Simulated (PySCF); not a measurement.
Start geometry of `F[SiH2][SiH2]Cl` from a GFN2-xTB structure with every atom displaced at random (by about 0.01 Å) (Å):
```
atom  x, y, z in Å
F1    -1.716   -1.274   -0.675
Si2   -1.164    0.015    0.134
Si3    1.108   -0.047   -0.167
Cl4    2.000    1.520    0.825
H5    -1.660   -0.211    1.480
H6    -1.874    1.152   -0.462
H7     1.573    0.073   -1.553
H8     1.788   -1.246    0.365
```

**Question.** What comes out of this run: PBE0-D3(BJ)/def2-SVP geometry optimisation, gas phase in PySCF?

**Answer.** 
```
atom  x, y, z in Å
F1    -1.825   -1.298   -0.693
Si2   -1.172   -0.033    0.104
Si3    1.151   -0.082   -0.184
Cl4    1.853    1.585    0.845
H5    -1.523   -0.147    1.549
H6    -1.741    1.227   -0.456
H7     1.546    0.035   -1.617
H8     1.771   -1.305    0.399
```

The energy falls by 4.2 kcal/mol over 7 energy and gradient evaluations, the largest force component goes from 0.0179 to 3.5e-04 Eh/bohr, and the atoms move by 0.113 Å rms after alignment. The bond that changes most is Si2–Si3 (fluorine-bound silicon to chlorine-bound silicon), which lengthens by 0.048 Å. Bonds longer at the end by more than 0.005 Å: 7 of 7; shorter: 0. Among the angles that change most is Si3–Si2–H5, from 117.1° to 110.6°. Rotational constants go from 10264, 1366, 1238 to 9447, 1365, 1227 MHz. The orientation of the end geometry is arbitrary; only internal coordinates are fixed.

The run used 88 basis functions and 42 SCF cycles in all.

No frequency check. One conformer, not necessarily the lowest.
